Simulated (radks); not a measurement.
Question: Radial electron density D(r) = 4 pi r^2 rho(r) of an atom or ion with 5 electrons. All-electron calculation, Dirac Kohn-Sham, BLYP, spin-unpolarised, spherical densities, finite nucleus; Fermi nuclear charge, rms radius of each element as measured or else 0.836 A^(1/3) + 0.57 fm. Program: a radial shooting solver on a logarithmic mesh with Libxc functionals.

```
   r/bohr * D(r) (the largest magnitude, 25.4, reaches the edge; | marks zero)
 0.002521 |*
 0.002775 |*
 0.003055 | *
 0.003362 | *
 0.003701 | *
 0.004074 |  *
 0.004485 |  *
 0.004936 |   *
 0.005434 |    *
 0.005981 |     *
 0.006637 |      *
 0.007306 |       *
 0.008042 |        *
 0.008852 |          *
 0.009744 |            *
  0.01073 |              *
  0.01181 |                *
    0.013 |                   *
  0.01431 |                     *
  0.01575 |                        *
  0.01733 |                           *
  0.01908 |                               *
    0.021 |                                  *
  0.02312 |                                      *
  0.02545 |                                         *
  0.02801 |                                             *
  0.03083 |                                                *
  0.03394 |                                                  *
  0.03736 |                                                    *
  0.04113 |                                                      *
  0.04527 |                                                      *
  0.05023 |                                                     *
  0.05529 |                                                   *
  0.06086 |                                                 *
    0.067 |                                             *
  0.07375 |                                         *
  0.08118 |                                    *
  0.08936 |                               *
  0.09836 |                           *
   0.1083 |                       *
   0.1192 |                    *
   0.1312 |                   *
   0.1444 |                  *
    0.159 |                   *
    0.175 |                    *
   0.1926 |                      *
    0.212 |                       *
   0.2334 |                       *
   0.2569 |                       *
   0.2828 |                     *
   0.3113 |                   *
   0.3426 |               *
   0.3802 |           *
   0.4185 |        *
   0.4606 |     *
   0.5071 |   *
   0.5582 | *
   0.6144 |*
   0.6763 *
   0.7444 *
   0.8195 *
    0.902 *
   0.9929 *
```

What is the nuclear charge?

Answer: Z = 22. The innermost maximum, from 1s, lies near gamma/Z bohr with gamma = sqrt(1 - (Z/c)^2) = 0.987, here 0.0449 bohr (found: 0.0446), and its height grows with Z. The density is that of the titanium ion Ti17+ in [He] 2s2 2p1; the configuration itself is not fixed sharply by these data, and Z only to about a unit. D(r) has 2 maxima, at r = 0.0446, 0.233 bohr, and minima at 0.142 bohr, inside which lie 2.18 electrons.
